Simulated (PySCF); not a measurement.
CH3FZn. Atoms are numbered in the order given.

```xyz
6

Zn     0.0000     0.0000    -0.0534
F      0.0000     0.0000    -1.8080
C      0.0000     0.0000     1.8597
H      0.8862     0.5116     2.2387
H      0.0000    -1.0233     2.2387
H     -0.8862     0.5116     2.2387
```

Geometry optimised at PBE0-D3(BJ)/def2-TZVP.

Method: PBE0-D3(BJ)/def2-TZVP in PySCF 2.14.0.

Frequencies are harmonic and unscaled.

Modes within 1.5 cm⁻¹ of each other (mostly degenerate sets) share a row, with their intensities summed.

Question: Give all harmonic wavenumbers and intensities. (An estimate is asked for; the answer gives what the named calculation found.)

Answer: 
```
mode   ν (cm⁻¹)  IR (km/mol)  moving atoms (share of kinetic energy)
-----  --------  -----------  --------------------------------------
1–2         151         26.0         F 34 %, Zn 33 %, C 19 %, H 14 %
3           541          5.3                  C 55 %, F 30 %, H 14 %
4           693         81.1                 F 51 %, Zn 33 %, C 12 %
5–6         723         86.8                          H 82 %, C 17 %
7          1209          0.7                          H 82 %, C 18 %
8–9        1449          1.3                                  H 95 %
10         3061          6.2                                  H 97 %
11–12      3151          7.7                           H 91 %, C 9 %
```
